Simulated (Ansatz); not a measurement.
One change: `F[SiH](Cl)N[SiH3]` becomes `F[SiH](Br)N[SiH3]`.

Ansatz, PBE0-D4/def2-TZVP geometries, multiplicity 1. Each molecule was computed in one conformer, which needn't be the lowest.

Scalar relativity is left out up to krypton. Spin–orbit coupling is left out; it splits and shifts lone-pair levels of the heavy atoms by tenths of an eV.

| property | `F[SiH](Cl)N[SiH3]` |
| --- | --- |
| size of the dipole moment (B3LYP/def2-TZVPP) / D | 1.85 |
| HOMO–LUMO gap (B3LYP/def2-TZVPP) / eV | 7.79 |
| HOMO energy (PBE0/def2-TZVPP) / eV | -8.28 |
| HOMO–LUMO gap (ωB97M-V/def2-TZVPP) / eV | 12.16 |
| LUMO energy (ωB97M-V/def2-TZVPP) / eV | 1.58 |
| size of the dipole moment (PBE/def2-TZVPP) / D | 1.77 |

Q: Give the same properties after the change, and the shifts. (An estimate is asked.)

A: Computed: 
| property | `F[SiH](Br)N[SiH3]` | shift |
| --- | --- | --- |
| size of the dipole moment (B3LYP/def2-TZVPP) / D | 1.89 | 0.04 |
| HOMO–LUMO gap (B3LYP/def2-TZVPP) / eV | 7.68 | -0.11 |
| HOMO energy (PBE0/def2-TZVPP) / eV | -8.21 | 0.07 |
| HOMO–LUMO gap (ωB97M-V/def2-TZVPP) / eV | 12.02 | -0.14 |
| LUMO energy (ωB97M-V/def2-TZVPP) / eV | 1.54 | -0.04 |
| size of the dipole moment (PBE/def2-TZVPP) / D | 1.80 | 0.03 |

Dipoles are sizes alone; their direction can turn.

Positive LUMOs are unbound, so they and the gaps depend on the basis.

B3LYP here is the variant with VWN-RPA as its local correlation; programs differ in this.
